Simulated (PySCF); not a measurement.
## Atomic charges against the basis set

C5H3ClOS.
Geometry (PBE0-D3(BJ)/def2-SVP, Å), atoms numbered from 1 in this order:
```
atom  x, y, z in Å
O1    -2.1426   -1.5284    0.2930
C2    -1.7706   -0.4542   -0.0502
Cl3   -2.9483    0.7657   -0.6281
C4    -0.3789    0.0107   -0.0523
C5     0.6865   -0.8394    0.3830
C6     1.9001   -0.2206    0.3052
S7     1.7561    1.3888   -0.2948
C8     0.0661    1.2534   -0.4509
H9     0.5284   -1.8591    0.7337
H10    2.8788   -0.6197    0.5681
H11   -0.5387    2.0782   -0.8234
```

PBE0 throughout (PySCF), one geometry, spherical d and f functions. The structure is a single PBE0-D3(BJ)/def2-SVP conformer in the gas phase; no vibrational or solvent corrections. The first 7 of 11 kinds of atom are listed.

Mulliken charges (e):

```
      basis  functions      O1      C2     Cl3      C4      C5      C6      S7
    cc-pVDZ        135  -0.145  +0.083  -0.116  +0.027  +0.074  -0.152  +0.214
   def2-SVP        135  -0.141  +0.183  -0.146  -0.078  +0.036  -0.119  +0.126
aug-cc-pVDZ        219  -0.545  -0.086  -0.181  +1.896  +0.522  -0.251  +0.326
  def2-TZVP        278  -0.226  +0.233  -0.124  -0.006  -0.222  -0.122  +0.114
    cc-pVTZ        290  -0.208  +0.226  -0.150  -0.004  -0.145  -0.152  +0.135
   IGLO-III        328  -0.384  +0.302  -0.038  +0.023  -0.156  -0.210  +0.367
```

IAO charges (e):

```csv
basis,functions,O1,C2,Cl3,C4,C5,C6,S7
cc-pVDZ,135,-0.345,+0.360,-0.114,-0.089,-0.158,-0.310,+0.392
def2-SVP,135,-0.348,+0.355,-0.103,-0.092,-0.155,-0.306,+0.393
aug-cc-pVDZ,219,-0.363,+0.370,-0.112,-0.089,-0.162,-0.314,+0.393
def2-TZVP,278,-0.366,+0.370,-0.107,-0.089,-0.160,-0.324,+0.413
cc-pVTZ,290,-0.363,+0.371,-0.111,-0.089,-0.161,-0.319,+0.404
IGLO-III,328,-0.368,+0.367,-0.103,-0.089,-0.162,-0.325,+0.415
```

Hirshfeld charges (e):

```
      basis  functions      O1      C2     Cl3      C4      C5      C6      S7
    cc-pVDZ        135  -0.187  +0.168  -0.072  -0.042  -0.056  -0.072  +0.138
   def2-SVP        135  -0.200  +0.173  -0.055  -0.047  -0.059  -0.074  +0.149
aug-cc-pVDZ        219  -0.205  +0.163  -0.047  -0.050  -0.061  -0.079  +0.151
  def2-TZVP        278  -0.206  +0.165  -0.051  -0.046  -0.058  -0.076  +0.143
    cc-pVTZ        290  -0.201  +0.167  -0.059  -0.043  -0.057  -0.076  +0.141
   IGLO-III        328  -0.211  +0.159  -0.033  -0.052  -0.062  -0.079  +0.160
```

Task: Which scheme is steadiest as the basis changes?

Result: Largest range over the bases for any column: IAO 0.02 e, Hirshfeld 0.04 e, Mulliken 1.97 e. IAO charges move least and Mulliken charges most, counted in e.

Task: How much do the charges still move between the two largest bases, cc-pVTZ and IGLO-III?

Result: At most, over all atoms: Mulliken 0.231 e, IAO 0.012 e, Hirshfeld 0.026 e.

Task: What do the same runs give for the total energy, the frontier levels and the dipole moment?

Result: 
| basis | energy (Eh) | HOMO (eV) | LUMO (eV) | μ (D) |
| --- | --- | --- | --- | --- |
| cc-pVDZ | -1125.3870 | -7.57 | -1.83 | 3.43 |
| def2-SVP | -1124.8943 | -7.66 | -1.89 | 3.34 |
| aug-cc-pVDZ | -1125.4055 | -7.69 | -2.06 | 3.53 |
| def2-TZVP | -1125.4872 | -7.67 | -2.01 | 3.51 |
| cc-pVTZ | -1125.4883 | -7.65 | -1.97 | 3.48 |
| IGLO-III | -1125.4829 | -7.64 | -1.99 | 3.54 |

The dipole is fixed by the density alone, so its range of 0.20 D shows that the density itself changes with the basis, not only its division among atoms.
